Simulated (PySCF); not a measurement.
C7H5BO.
Structure used (PBE0-D3(BJ)/def2-SVP), in Å, numbered top down from 1:
```xyz
14
C7H5BO angstrom
C     -3.632    0.320   -0.574
C     -2.443    0.149   -0.382
C     -1.056   -0.017   -0.196
C     -0.452   -0.824    0.717
C      1.023   -0.741    0.622
C      1.443    0.114   -0.345
C      2.851    0.376   -0.639
O      3.247    1.134   -1.493
B      0.133    0.695   -1.005
H     -4.683    0.469   -0.740
H     -0.966   -1.463    1.440
H      1.682   -1.322    1.279
H      3.577   -0.192    0.002
H      0.022    1.484   -1.903
```

Method used: PBE0-D3(BJ)/def2-SVP geometry optimisation, gas phase in PySCF.

Masses are those of the commonest isotopes; rigid-rotor values at the optimised geometry. The values belong to one conformer with, in the numbering `[CH:1]#[C:2][C:3]1=[CH:4][CH:5]=[C:6]([CH:7]=[O:8])[BH:9]1`, C5–C6–C7–O8 180°.

Problem. What are A, B and C (MHz)?

Solution. Ia = 99.47, Ib = 592.04, Ic = 691.51 u·Å²; 505379 MHz·u·Å²/I gives A = 5081, B = 853.6, C = 730.8 MHz.

Problem. What kind of rotor is it?

Solution. A near-prolate asymmetric top; Ray's κ = -0.944.

Problem. What does the inertial defect say?

Solution. Planar: Δ = Ic − Ia − Ib = 0.00 u·Å². For a rigid frame Δ = −2 Σ m c², so it vanishes when all atoms lie in the ab plane; here none is more than 0.01 Å from it.

Problem. Predict some low-J microwave lines.

Solution. The dipole components are |μa| = 2.51 D, |μb| = 3.02 D, |μc| = 0.00 D; the mirror of this Cs structure is the ab plane, so μc vanishes by symmetry and there are no c-type lines. Intensities carry the squares of the components, which stand as 0.69 : 1.00 (a : b). Some lines, for components of 0.1 D or more:

```json
{"type": "a", "branch": "Q", "J(Ka,Kc)": "2(1,1) ← 2(1,2)", "MHz": "368", "lower level (cm⁻¹)": "0.295"}
{"type": "b", "branch": "R", "J(Ka,Kc)": "3(0,3) ← 2(1,2)", "MHz": "636", "lower level (cm⁻¹)": "0.295"}
{"type": "a", "branch": "Q", "J(Ka,Kc)": "3(1,2) ← 3(1,3)", "MHz": "737", "lower level (cm⁻¹)": "0.448"}
{"type": "a", "branch": "R", "J(Ka,Kc)": "1(0,1) ← 0(0,0)", "MHz": "1584", "lower level (cm⁻¹)": "0.000"}
{"type": "a", "branch": "R", "J(Ka,Kc)": "2(1,2) ← 1(1,1)", "MHz": "3046", "lower level (cm⁻¹)": "0.194"}
{"type": "a", "branch": "R", "J(Ka,Kc)": "2(0,2) ← 1(0,1)", "MHz": "3166", "lower level (cm⁻¹)": "0.053"}
{"type": "a", "branch": "R", "J(Ka,Kc)": "2(1,1) ← 1(1,0)", "MHz": "3292", "lower level (cm⁻¹)": "0.198"}
{"type": "b", "branch": "Q", "J(Ka,Kc)": "1(1,0) ← 1(0,1)", "MHz": "4350", "lower level (cm⁻¹)": "0.053"}
{"type": "b", "branch": "Q", "J(Ka,Kc)": "2(1,1) ← 2(0,2)", "MHz": "4475", "lower level (cm⁻¹)": "0.158"}
{"type": "a", "branch": "R", "J(Ka,Kc)": "3(1,3) ← 2(1,2)", "MHz": "4568", "lower level (cm⁻¹)": "0.295"}
{"type": "b", "branch": "Q", "J(Ka,Kc)": "3(1,2) ← 3(0,3)", "MHz": "4668", "lower level (cm⁻¹)": "0.317"}
{"type": "a", "branch": "R", "J(Ka,Kc)": "3(0,3) ← 2(0,2)", "MHz": "4743", "lower level (cm⁻¹)": "0.158"}
{"type": "a", "branch": "R", "J(Ka,Kc)": "3(2,2) ← 2(2,1)", "MHz": "4753", "lower level (cm⁻¹)": "0.731"}
{"type": "a", "branch": "R", "J(Ka,Kc)": "3(2,1) ← 2(2,0)", "MHz": "4764", "lower level (cm⁻¹)": "0.731"}
{"type": "a", "branch": "R", "J(Ka,Kc)": "3(1,2) ← 2(1,1)", "MHz": "4936", "lower level (cm⁻¹)": "0.308"}
{"type": "b", "branch": "R", "J(Ka,Kc)": "1(1,1) ← 0(0,0)", "MHz": "5811", "lower level (cm⁻¹)": "0.000"}
{"type": "b", "branch": "R", "J(Ka,Kc)": "2(1,2) ← 1(0,1)", "MHz": "7273", "lower level (cm⁻¹)": "0.053"}
{"type": "b", "branch": "R", "J(Ka,Kc)": "3(1,3) ← 2(0,2)", "MHz": "8674", "lower level (cm⁻¹)": "0.158"}
{"type": "b", "branch": "Q", "J(Ka,Kc)": "3(2,1) ← 3(1,2)", "MHz": "12512", "lower level (cm⁻¹)": "0.472"}
{"type": "b", "branch": "Q", "J(Ka,Kc)": "2(2,0) ← 2(1,1)", "MHz": "12684", "lower level (cm⁻¹)": "0.308"}
{"type": "b", "branch": "Q", "J(Ka,Kc)": "2(2,1) ← 2(1,2)", "MHz": "13049", "lower level (cm⁻¹)": "0.295"}
{"type": "b", "branch": "Q", "J(Ka,Kc)": "3(2,2) ← 3(1,3)", "MHz": "13235", "lower level (cm⁻¹)": "0.448"}
{"type": "b", "branch": "R", "J(Ka,Kc)": "2(2,1) ← 1(1,0)", "MHz": "15973", "lower level (cm⁻¹)": "0.198"}
{"type": "b", "branch": "R", "J(Ka,Kc)": "2(2,0) ← 1(1,1)", "MHz": "16098", "lower level (cm⁻¹)": "0.194"}
{"type": "b", "branch": "R", "J(Ka,Kc)": "3(2,2) ← 2(1,1)", "MHz": "17434", "lower level (cm⁻¹)": "0.308"}
{"type": "b", "branch": "R", "J(Ka,Kc)": "3(2,1) ← 2(1,2)", "MHz": "17816", "lower level (cm⁻¹)": "0.295"}
{"type": "b", "branch": "Q", "J(Ka,Kc)": "3(3,1) ← 3(2,2)", "MHz": "21443", "lower level (cm⁻¹)": "0.889"}
{"type": "b", "branch": "R", "J(Ka,Kc)": "3(3,0) ← 2(2,1)", "MHz": "26197", "lower level (cm⁻¹)": "0.731"}
```

Problem. Estimate the classical rotational partition function at 10 K, 25 K and 500 K.

Solution. Point group Cs, symmetry number σ = 1; q = (√π/σ)·√((kT/h)³/(ABC)), k/h = 20836.6 MHz/K: 2990 at 10 K, 11800 at 25 K, 1060000 at 500 K.

Not checked by PBE0-D3(BJ)/def2-SVP frequencies. Zero-point vibration and centrifugal distortion are left out. Quadrupole hyperfine structure (11B) is left out.

The run took 67 s on one thread of an Arm Neoverse V1, no GPU, shared host, and the process peaked at 0.73 GiB of memory. This is the geometry optimisation.
